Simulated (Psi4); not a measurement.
Cl2Hg, singlet, geometry from GFN2-xTB (such geometries of metal compounds can be far from the true shape) (core potentials on Hg), with bond 3-1 at 3.0 times its length; HF/def2-SV(P) (Psi4 1.11).

The Psi4 input:
```
memory 2 GB

molecule mol {
0 1
  Hg    0.000000    0.000000    0.000000
  Cl    0.000000    0.000000    2.301269
  Cl    0.000000    0.000000   -6.903807
}

set basis def2-sv(p)
set reference uhf
set stability_analysis follow
set scf_type pk

energy('scf')
print_variables()
```

Output, abridged:

```
   => Loading Basis Set <=

    Name: DEF2-SV(P)
    Role: ORBITAL
    Keyword: BASIS

    !!!  WARNING: ECP capability is in beta. Please check occupations closely.  !!!

         ---------------------------------------------------------
                                   SCF
               by Justin Turney, Rob Parrish, Andy Simmonett
                          and Daniel G. A. Smith
                              UHF Reference
         ---------------------------------------------------------

  ==> Geometry <==

    Molecular point group: c2v
    Full point group: C_inf_v

    Geometry (in Angstrom), charge = 0, multiplicity = 1:

       Center              X                  Y                   Z               Mass
    ------------   -----------------  -----------------  -----------------  -----------------
         HG           0.000000000000     0.000000000000     0.591910744988   201.970643400000
         CL           0.000000000000     0.000000000000     2.893179744988    34.968852682000
         CL           0.000000000000     0.000000000000    -6.311896255012    34.968852682000

  Running in c2v symmetry.

  Rotational constants: A = ************  B =      0.00960  C =      0.00960 [cm^-1]
  Rotational constants: A = ************  B =    287.69824  C =    287.69824 [MHz]
  Nuclear repulsion =  120.857979796353305

  Charge       = 0
  Multiplicity = 1
  Electrons    = 54
  Nalpha       = 27
  Nbeta        = 27

  ==> Algorithm <==

  SCF Algorithm Type is PK.
  DIIS enabled.
  MOM disabled.
  Fractional occupation disabled.
  Guess Type is SAD.
  Energy threshold   = 1.00e-06
  Density threshold  = 1.00e-06
  Integral threshold = 1.00e-12

  ==> Primary Basis <==

  Basis Set: DEF2-SV(P)
    Blend: DEF2-SV(P)
    Number of shells: 27
    Number of basis functions: 61
    Number of Cartesian functions: 65
    Spherical Harmonics?: true
    Max angular momentum: 2

  Core potential: DEF2-SV(P)
    Number of shells: 4
    Number of ECP primitives: 10
    Number of ECP core electrons: 60
    Max angular momentum: 3

  ==> Integral Setup <==

  Using in-core PK algorithm.
   Calculation information:
      Number of atoms:                   3
      Number of AO shells:              27
      Number of primitives:             54
      Number of atomic orbitals:        65
      Number of basis functions:        61

      Integral cutoff                 1.00e-12
      Number of threads:                 1

  Performing in-core PK
[...]
    SOCC [     0,    0,    0,    0 ]
    NA   [    15,    1,    5,    6 ]
    NB   [    15,    1,    5,    6 ]

   @UHF iter  95: -1070.62912083929677    9.42752e-03   1.38917e-02 ADIIS/DIIS
   @UHF iter  96: -1070.62647774278958    2.64310e-03   1.40129e-02 ADIIS/DIIS
   @UHF iter  97: -1070.63559348199260   -9.11574e-03   1.36024e-02 ADIIS/DIIS
    Occupation by irrep:
             A1    A2    B1    B2
    DOCC [    14,    1,    6,    6 ]
    SOCC [     0,    0,    0,    0 ]
    NA   [    14,    1,    6,    6 ]
    NB   [    14,    1,    6,    6 ]

   @UHF iter  98: -1070.63359700509727    1.99648e-03   1.36899e-02 ADIIS/DIIS
   @UHF iter  99: -1071.01007867586532   -3.76482e-01   3.53386e-03 ADIIS/DIIS
    Occupation by irrep:
             A1    A2    B1    B2
    DOCC [    15,    1,    6,    5 ]
    SOCC [     0,    0,    0,    0 ]
    NA   [    15,    1,    6,    5 ]
    NB   [    15,    1,    6,    5 ]

   @UHF iter 100: -1070.99990417275762    1.01745e-02   5.16144e-03 ADIIS/DIIS

PsiException: Could not converge SCF iterations in 100 iterations.

  Failed to converge.

Traceback (most recent call last):
  File "psi4", line 375, in <module>
  File "<string>", line 26, in <module>
  File "site-packages/psi4/driver/driver.py", line 533, in energy
  File "site-packages/psi4/driver/procrouting/proc.py", line 2760, in run_scf
  File "site-packages/psi4/driver/procrouting/proc.py", line 2047, in scf_helper
  File "site-packages/psi4/driver/procrouting/scf_proc/scf_iterator.py", line 93, in scf_compute_energy
  File "site-packages/psi4/driver/procrouting/scf_proc/scf_iterator.py", line 86, in scf_compute_energy
  File "site-packages/psi4/driver/procrouting/scf_proc/scf_iterator.py", line 609, in scf_iterate

psi4.driver.p4util.exceptions.SCFConvergenceError: Could not converge SCF iterations in 100 iterations.

Printing out the relevant lines from the Psithon --> Python processed input file:
    core.IO.set_default_namespace("mol")
    core.set_global_option("BASIS", "def2-sv(p)")
    core.set_global_option("REFERENCE", "uhf")
    core.set_global_option("STABILITY_ANALYSIS", "follow")
    core.set_global_option("SCF_TYPE", "pk")
--> energy('scf')
    print_variables()

!-------------------------------------------------------!
!                                                       !
!  Could not converge SCF iterations in 100 iterations. !
!                                                       !
!-------------------------------------------------------!
```

Convergence was not reached.
